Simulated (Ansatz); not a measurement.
Species: sum formula BNHCl2, charge 0, multiplicity 2. It need not be the lowest isomer of its formula. 
Geometry from a B3LYP-D3(BJ)/def2-TZVP (Ansatz, an electronic-structure program) optimisation:
```
B
N 1 1.3963
H 2 1.0139 1 126.06
Cl 1 1.7628 2 119.57 3 -92.52
Cl 1 1.7628 2 119.57 3 92.52
```
Charge 0, spin multiplicity 2.

Total electronic energies in hartree. Cores are frozen in the correlated levels unless marked. Open shells are spin-unrestricted. Spin-orbit coupling is left out. No relativistic terms. Basis-set limits of correlation are two-point, X^-3; Hartree-Fock from the larger set (for Q and 5 zeta extrapolated as (X+1)exp(-9√X)).

| level | program | energy (Eh) |
|---|---|---|
| RI-HF/cc-pV(Q+d)Z | Ansatz | -998.86964 |
| r2SCAN-D4/def2-TZVPD | Ansatz + dftd4 | -1000.60724 |
| PBE0/6-31G* | Ansatz | … |
| PBE0/def2-TZVP | Ansatz | -1000.30736 |
| PBE0/def2-TZVPD | Ansatz | -1000.30882 |
| BHLYP-D3(BJ)/def2-TZVPD | Ansatz + dftd3 | … |
| CAM-B3LYP-D3(BJ)/def2-TZVPD | Ansatz + dftd3 | … |
| LC-wPBE-D4/def2-TZVPD | Ansatz + dftd4 | -1000.40009 |
| MP2/cc-pV(Q+d)Z | Ansatz | -999.56497 |
| SCS-MP2/6-31G | Ansatz | -998.87738 |
| SCS-MP2/6-31G* | Ansatz | -999.19852 |
| SCS-MP2/cc-pV(Q+d)Z | Ansatz | -999.55813 |
| CCSD/CBS(cc-pV(Q+d)Z,cc-pV(5+d)Z) | Ansatz | -999.6424 |
| CCSD(T) with core electrons (1s frozen past Ne)/cc-pwCVTZ | Ansatz | -1000.22503 |
| CCSD(T)/CBS(cc-pV(Q+d)Z,cc-pV(5+d)Z) | Ansatz | -999.6803 |

Question: Fill in the missing entries.

Answer: 
- PBE0/6-31G*, energy (Eh): -1000.21325
- BHLYP-D3(BJ)/def2-TZVPD, energy (Eh): -1000.67492
- CAM-B3LYP-D3(BJ)/def2-TZVPD, energy (Eh): -1000.69850
